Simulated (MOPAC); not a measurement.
MOPAC input (PM3):

```
PM3 1SCF CHARGE=-1 GEO-OK AUX(PRECISION=9) THREADS=1
C4H2BrSe

Br    2.07998800 1   -1.13204400 1    0.37504800 1
C     0.24987700 1   -0.42570700 1    0.11596700 1
C    -0.88194700 1   -1.26250900 1    0.26748200 1
C    -1.99041100 1   -0.55011500 1    0.04090600 1
Se   -1.64389400 1    1.38030300 1   -0.41527500 1
C     0.15224900 1    0.88930100 1   -0.21050000 1
H    -3.03820400 1   -0.81385900 1    0.05611300 1
H     0.95239600 1    1.59928900 1   -0.34659600 1
```

Output:

```
 *******************************************************************************
 **                                                                           **
 **                              MOPAC v23.2.5                                **
 **                                                                           **
 *******************************************************************************
 ** MOPAC's Digital Object Identifier: https://doi.org/10.5281/zenodo.6511958 **
 **                                                                           **
 ** Please cite the open-source release paper for use of this MOPAC version:  **
 ** J. E. Moussa and J. J. P. Stewart (2026)                                  **
 ** MOPAC: An open-source semiempirical molecular orbital program             **
 ** J. Open Source Softw., 11(119), 8025, https://doi.org/10.21105/joss.08025 **
 *******************************************************************************

                              PM3 CALCULATION RESULTS

 *******************************************************************************
 *  PM3        - The PM3 Hamiltonian to be used
 *  GEO-OK     - OVERRIDE INTERATOMIC DISTANCE AND OTHER SAFETY CHECKS
 *
 *
 *
 *                 CHARGE ON SYSTEM = -1
 *
 *
 *
 *  1SCF       - DO 1 SCF AND THEN STOP
 *  AUX        - OUTPUT AUXILIARY INFORMATION
 *******************************************************************************
PM3 1SCF CHARGE=-1 GEO-OK AUX(PRECISION=9) THREADS=1
 C4H2BrSe

   ATOM   CHEMICAL          X               Y               Z
  NUMBER   SYMBOL      (ANGSTROMS)     (ANGSTROMS)     (ANGSTROMS)

     1      Br          2.07998800  *  -1.13204400  *   0.37504800  *
     2       C          0.24987700  *  -0.42570700  *   0.11596700  *
     3       C         -0.88194700  *  -1.26250900  *   0.26748200  *
     4       C         -1.99041100  *  -0.55011500  *   0.04090600  *
     5      Se         -1.64389400  *   1.38030300  *  -0.41527500  *
     6       C          0.15224900  *   0.88930100  *  -0.21050000  *
     7       H         -3.03820400  *  -0.81385900  *   0.05611300  *
     8       H          0.95239600  *   1.59928900  *  -0.34659600  *

          CARTESIAN COORDINATES

    NO.       ATOM           X           Y           Z

     1        Br          2.0800     -1.1320      0.3750
     2         C          0.2499     -0.4257      0.1160
     3         C         -0.8819     -1.2625      0.2675
     4         C         -1.9904     -0.5501      0.0409
     5        Se         -1.6439      1.3803     -0.4153
     6         C          0.1522      0.8893     -0.2105
     7         H         -3.0382     -0.8139      0.0561
     8         H          0.9524      1.5993     -0.3466

  H: (PM3): J. J. P. STEWART, J. COMP. CHEM. 10, 209 (1989).
  C: (PM3): J. J. P. STEWART, J. COMP. CHEM. 10, 209 (1989).
 Se: (PM3): J. J. P. STEWART, J. COMP. CHEM. 12, 320-341 (1991).
 Br: (PM3): J. J. P. STEWART, J. COMP. CHEM. 10, 209 (1989).

           Empirical Formula: C4 H2 Br Se  =     8 atoms

      MOLECULAR POINT GROUP   :   Cs

      RHF CALCULATION, NO. OF DOUBLY OCCUPIED LEVELS = 16

 -------------------------------------------------------------------------------
 PM3 1SCF CHARGE=-1 GEO-OK AUX(PRECISION=9) THREADS=1
 C4H2BrSe

     1SCF WAS SPECIFIED, SO BFGS WAS NOT USED
     SCF FIELD WAS ACHIEVED

                              PM3 CALCULATION
                                                       MOPAC v23.2.5 Linux

          FINAL HEAT OF FORMATION =         40.92764 KCAL/MOL =     171.24124 KJ/MOL

          COSMO AREA              =        142.00 SQUARE ANGSTROMS
          COSMO VOLUME            =        136.76 CUBIC ANGSTROMS

          IONIZATION POTENTIAL    =          3.680933 EV
          HOMO LUMO ENERGIES (EV) =         -3.681  3.416
          NO. OF FILLED LEVELS    =         16
          MOLECULAR WEIGHT        =        208.9238         POINT GROUP:  Cs

          MOLECULAR DIMENSIONS (Angstroms)

            Atom       Atom       Distance
            H     7   Br     1     5.13798
            H     8    C     3     3.05507
            H     8   Se     5     0.00000

          SCF CALCULATIONS        =          1

   ATOM   CHEMICAL          X               Y               Z
  NUMBER   SYMBOL      (ANGSTROMS)     (ANGSTROMS)     (ANGSTROMS)

     1      Br          2.07998800  *  -1.13204400  *   0.37504800  *
     2       C          0.24987700  *  -0.42570700  *   0.11596700  *
     3       C         -0.88194700  *  -1.26250900  *   0.26748200  *
     4       C         -1.99041100  *  -0.55011500  *   0.04090600  *
     5      Se         -1.64389400  *   1.38030300  *  -0.41527500  *
     6       C          0.15224900  *   0.88930100  *  -0.21050000  *
     7       H         -3.03820400  *  -0.81385900  *   0.05611300  *
     8       H          0.95239600  *   1.59928900  *  -0.34659600  *

                             CARTESIAN COORDINATES

   1   Br        2.079988000    -1.132044000     0.375048000
   2    C        0.249877000    -0.425707000     0.115967000
   3    C       -0.881947000    -1.262509000     0.267482000
   4    C       -1.990411000    -0.550115000     0.040906000
   5   Se       -1.643894000     1.380303000    -0.415275000
   6    C        0.152249000     0.889301000    -0.210500000
   7    H       -3.038204000    -0.813859000     0.056113000
   8    H        0.952396000     1.599289000    -0.346596000

           Empirical Formula: C4 H2 Br Se  =     8 atoms

      MOLECULAR POINT GROUP   :   Cs

                  EIGENVALUES
 -30.85530 -22.92201 -17.40088 -15.73714 -13.60138 -12.82339 -11.46829  -8.92420
  -8.74721  -8.14686  -7.14928  -7.12379  -6.96585  -4.91482  -4.79134  -3.68093
   3.41562   4.38878   4.63875   4.71549   6.93632   7.76449   8.46138   9.02264
  10.07473  10.82713

              NET ATOMIC CHARGES AND DIPOLE CONTRIBUTIONS

  ATOM NO.   TYPE          CHARGE      No. of ELECS.   s-Pop       p-Pop
    1         Br          -0.223588        7.2236     1.96762     5.25597
    2          C           0.092535        3.9075     1.21956     2.68790
    3          C          -0.369113        4.3691     1.49255     2.87657
    4          C          -0.190526        4.1905     1.25903     2.93150
    5         Se          -0.185926        6.1859     1.87820     4.30772
    6          C          -0.356960        4.3570     1.21876     3.13820
    7          H           0.102809        0.8972     0.89719
    8          H           0.130770        0.8692     0.86923
 DIPOLE           X         Y         Z       TOTAL
 POINT-CHG.     1.674     1.685    -0.334     2.398
 HYBRID         0.964     0.697    -0.125     1.196
 SUM            2.637     2.383    -0.459     3.584

          ATOMIC ORBITAL ELECTRON POPULATIONS

     Atom    s        px        py        pz
    1 Br   1.96762   1.36494   1.91398   1.97704
    2  C   1.21956   0.83660   0.88622   0.96509
    3  C   1.49255   0.85838   1.16802   0.85017
    4  C   1.25903   1.00792   0.79817   1.12541
    5 Se   1.87820   1.00224   1.43958   1.86591
    6  C   1.21876   0.98101   0.99972   1.15747
    7  H   0.89719
    8  H   0.86923

 **********************
 *                    *
 * JOB ENDED NORMALLY *
 *                    *
 **********************

 == MOPAC DONE ==
```

The dipole moment of an ion depends on the origin.

The geometry given is a B3LYP-D3(BJ)/def2-TZVP minimum.
